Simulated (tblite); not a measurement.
Compound: C7H15NSi.
Bonds: C1–C2 (double), C2–C3, C3–Si4, Si4–N5, N5–C6, C6–C7, C7–C8, C8–C9, N5–C9. Hydrogens: H10, H11 on C1; H12 on C2; H13, H14 on C3; H15, H16 on Si4; H17, H18 on C6; H19, H20 on C7; H21, H22 on C8; H23, H24 on C9.

A start from a force field or distance geometry was refined with tblite 0.8.0, GFN2-xTB geometry optimisation, gas phase. Values at the start:

```json
{"coordinate": "C1=C2", "start": "1.349 Å"}
{"coordinate": "C1–H10", "start": "1.081 Å"}
{"coordinate": "C1–H11", "start": "1.083 Å"}
{"coordinate": "C2–C3", "start": "1.493 Å"}
{"coordinate": "C2–H12", "start": "1.097 Å"}
{"coordinate": "C3–Si4", "start": "1.894 Å"}
{"coordinate": "C3–H13", "start": "1.101 Å"}
{"coordinate": "Si4–N5", "start": "1.718 Å"}
{"coordinate": "Si4–H15", "start": "1.478 Å"}
{"coordinate": "N5–C6", "start": "1.464 Å"}
{"coordinate": "C6–C7", "start": "1.518 Å"}
{"coordinate": "C6–H17", "start": "1.103 Å"}
{"coordinate": "C7–C8", "start": "1.506 Å"}
{"coordinate": "C7–H19", "start": "1.097 Å"}
{"coordinate": "C1–C2–C3", "start": "124.4°"}
{"coordinate": "C2–C3–Si4", "start": "115.4°"}
{"coordinate": "C3–Si4–N5", "start": "111.1°"}
{"coordinate": "Si4–N5–C6", "start": "124.1°"}
{"coordinate": "Si4–N5–C9", "start": "125.2°"}
{"coordinate": "N5–C6–C7", "start": "106.6°"}
{"coordinate": "C6–N5–C9", "start": "108.7°"}
{"coordinate": "C6–C7–C8", "start": "103.8°"}
{"coordinate": "C1–C2–C3–Si4", "start": "-120°"}
{"coordinate": "C3–Si4–N5–C6", "start": "94°"}
{"coordinate": "Si4–N5–C9–C8", "start": "-172°"}
{"coordinate": "N5–C6–C7–C8", "start": "-21°"}
```

Problem. How do these coordinates change at the GFN2-xTB level?

Solution. 
```
  coordinate  GFN2-xTB (Å or °)  change
      C3–Si4              1.923  +0.029
       C1=C2              1.322  -0.027
       C7–C8              1.526  +0.020
      C2–H12              1.083  -0.014
      C6–H17              1.093  -0.010
       C6–C7              1.528  +0.010
       N5–C6              1.455  -0.009
      C3–H13              1.092  -0.009
      C7–H19              1.088  -0.009
     Si4–H15              1.470  -0.008
       C2–C3              1.486  -0.007
      Si4–N5              1.711  -0.007
      C1–H11              1.078  -0.005
      C1–H10              1.077  -0.004
   C2–C3–Si4              111.1    -4.3
   C3–Si4–N5              113.1    +2.0
    C6–N5–C9              110.2    +1.5
    N5–C6–C7              105.2    -1.4
    C6–C7–C8              102.5    -1.3
   Si4–N5–C6              125.5    +1.4
   Si4–N5–C9              124.0    -1.2
    C1–C2–C3              124.9    +0.5
C1–C2–C3–Si4               -105     +15
C3–Si4–N5–C6                103      +9
 N5–C6–C7–C8                -29      -8
Si4–N5–C9–C8               -167      +5
```

The energy falls by 0.128 eV over 73 L-BFGS steps, the largest force on an atom goes from 1.54 to 0.009 eV/Å, and the atoms move by 0.149 Å rms after alignment. The bond that changes most is C3–Si4 (sp3 carbon bound to silicon to SiH2 silicon), which lengthens by 0.029 Å. Bonds longer at the end by more than 0.005 Å: 6 of 24; shorter: 14. Among the dihedrals that turn most is C1–C2–C3–H13, from 119° to 134°. Rotational constants go from 2377, 756.7, 673.9 to 2443, 757.6, 684.2 MHz.

The run took 0.74 s wall on an Arm Neoverse V1 with one thread, shared host with 32 logical CPUs at a one-minute load of 30.

GFN2-xTB frequencies show an imaginary mode (35i cm⁻¹), so the point is no minimum at that level.

The numbers are calculated, not measured.
